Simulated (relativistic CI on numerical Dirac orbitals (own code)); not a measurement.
## Energy levels of As30+

These numbers are calculated, not measured: Dirac-Coulomb-Breit CI, KLI orbitals optimised for each configuration, model QED (radiative potential, 1s self-energy scaled to tabulated hydrogen-like ionisation energies), unscaled Slater integrals (own radial code, finite nucleus).

CI space (outside the closed core 1s2): 2s, 2p, 3s, 3p, 3d, 4s, 4p, 4d, 4f, 5s, 5p, 5d, 5f, 5g, 6s, 6p, 6d. Levels of other configurations are missing.

The lowest level is 2s ²S1/2, with 100 % of that term; Hund's rules for 2s give ²S with J = 1/2, in agreement.

```csv
No.,Configuration,Term,J,E (Ry),%,Landé g,Lifetime (s)
1,2s,²S,1/2,0.000,100,1.993,
2,2p,²P°,1/2,4.730,100,0.657,4.02e-10
3,2p,²P°,3/2,8.012,100,1.327,8.05e-11
4,3s,²S,1/2,140.710,100,1.998,1.31e-13
5,3p,²P°,1/2,142.023,100,0.662,4.70e-14
6,3p,²P°,3/2,142.995,100,1.331,4.98e-14
7,3d,²D,3/2,143.477,100,0.796,1.62e-14
8,3d,²D,5/2,143.783,100,1.198,1.66e-14
9,4s,²S,1/2,189.267,100,2.000,1.91e-13
10,4p,²P°,1/2,189.808,100,0.664,7.98e-14
11,4p,²P°,3/2,190.217,100,1.332,8.37e-14
12,4d,²D,3/2,190.417,100,0.798,3.76e-14
13,4d,²D,5/2,190.547,100,1.199,3.84e-14
14,4f,²F°,5/2,190.557,100,0.855,7.77e-14
15,4f,²F°,7/2,190.622,100,1.142,7.81e-14
16,5s,²S,1/2,211.563,100,2.001,2.99e-13
17,5p,²P°,1/2,211.837,100,0.664,1.35e-13
18,5p,²P°,3/2,212.046,100,1.333,1.41e-13
19,5d,²D,3/2,212.148,100,0.798,7.21e-14
20,5d,²D,5/2,212.214,100,1.199,7.38e-14
21,5f,²F°,5/2,212.220,100,0.856,1.50e-13
22,5f,²F°,7/2,212.253,100,1.142,1.51e-13
23,5g,²G,7/2,212.253,100,0.888,2.53e-13
24,5g,²G,9/2,212.273,100,1.110,2.54e-13
25,6s,²S,1/2,223.612,100,2.001,4.52e-13
26,6p,²P°,1/2,223.769,100,0.665,2.15e-13
27,6p,²P°,3/2,223.890,100,1.333,2.25e-13
28,6d,²D,3/2,223.948,100,0.799,1.22e-13
29,6d,²D,5/2,223.987,100,1.200,1.26e-13
```

Energies count from the lowest computed level; ° marks odd parity; lifetimes are radiative, by E1, M1, E2, M2 decay to levels of this space only.

The mean weight of the leading LS term, summed over parents, in these 29 levels is 100 %, and that of the leading jj configuration (from the same eigenvectors) 100 %.

At this charge energies of transitions that change n are usually good to better than 1 %, and those within a shell (Δn = 0) to a few per cent.
